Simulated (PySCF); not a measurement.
Structure elucidation problem

An unknown has the formula C4H15NOSi2. Its calculated NMR data are:

¹H NMR (600 MHz, computed): δ 5.24 (m, 1H), 5.23 (m, 1H), 5.09 (q, 1H), 2.59 (s, 6H), 0.33 (m, 3H), 0.15 (d, 3H).

¹³C{¹H} NMR (computed): δ 38.6, 0.5, -1.0.

Computed data (PySCF): coordinates at the GFN2-xTB level, shielding tensors at PBE0/pcSseg-1 (GIAO). One conformer, gas phase, one averaged value for each set of equivalent atoms, no relativistic terms.

Referencing at the same level of theory: TMS for ¹H (σ = 31.72 ppm), ¹³C (σ = 186.93 ppm).

Problem. What is the structure?

Solution. 
Rings plus π bonds: 0. 3 carbon signals for 4 carbons: some carbons are equivalent by symmetry or fast rotation. Carbon types of the structure: 4 × CH3, leaving 3 H on heteroatoms. δC 38.6: methyl carbon bonded to N; the inductive effect lowers its shielding. δC 0.5, -1.0: methyl carbon bonded to Si; an electropositive neighbour leaves it electron-rich and shielded. δH 5.24, 5.23: hydrogen on a silicon bonded to C, O. δH 5.09: hydrogen on a silicon bonded to C, N, O. δH 2.59: hydrogen on a methyl carbon bonded to N; its carbon carries N, an electronegative neighbour. δH 0.33, 0.15: hydrogen on a methyl carbon bonded to Si; an electropositive neighbour shields it, as in TMS itself.

Structure: `C[SiH2]O[Si@H](C)N(C)C`.

This is the structure that produced the data.

Shifts are as computed. Against solution values, carbons near 30 ppm lie about +3 ppm off and those near 130 ppm about +5 ppm. Of 1309 compounds with measured shifts, 239 miss one by over three times the rms of a fit or turn the order of signals round; such compounds aren't used in these exercises. Multiplicities follow the n + 1 count of equivalent neighbours, as no J values were calculated; m marks all less simple cases, F and P coupling included.
